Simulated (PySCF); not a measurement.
Compound: C4H9OS2 (doublet state).
Z-matrix (Å and degrees, GFN2-xTB geometry), rows numbered from 1:
```
C 
O   1  1.4067
C   2  1.3782  1  117.64
S   3  1.7498  2  111.48  1  -178.42
C   3  1.4890  2  122.84  1    36.40
C   5  1.5360  3  111.50  2    70.19
S   6  1.8261  5  112.34  3  -176.84
H   1  1.0947  2  111.33  3    54.51
H   1  1.0888  2  105.64  3   173.15
H   1  1.0938  2  111.84  3   -68.01
H   4  1.3302  3   94.56  2    29.30
H   5  1.0928  3  107.86  2  -170.19
H   5  1.0926  3  110.80  2   -51.81
H   6  1.0897  5  111.19  3   -59.54
H   6  1.0899  5  110.69  3    61.72
H   7  1.3308  6   95.79  5   -63.70
```

The hyperfine couplings belong to this conformer and change with its torsions.

Identity: `CO[C](S)CCS` [radical].

The calculation used PySCF, UKS B3LYP, pcH-1 on C H O S, non-relativistic, mean-field spin-orbit, GIAO. One conformer (not necessarily the lowest) at the GFN2-xTB geometry, without solvent, vibrations or thermal averaging. A GFN2-xTB geometry isn't a minimum of the functional, and hyperfine couplings can be far from their values at a DFT geometry. No stability test was run, so a lower SCF solution isn't excluded.

Largest spin populations (Mulliken): C3 (+0.76), S4 (+0.10) and O2 (+0.09). C3 is the only atom above +0.15. The angles at C3 add up to 350.6°, so it is slightly pyramidal.

Problem. List the C–H protons on four-coordinate carbons next to a three-coordinate spin centre, with their couplings and θ (C–H bond against the normal to the plane of the centre's neighbours, projected along the bond that joins the two).

Solution. 
```
β H  on  centre  θ (°)  cos²θ   a (G)
H12  C5      C3     59   0.26   +4.08
H13  C5      C3     59   0.26  +10.96
```

Couplings in gauss use g_iso = 2.0040.
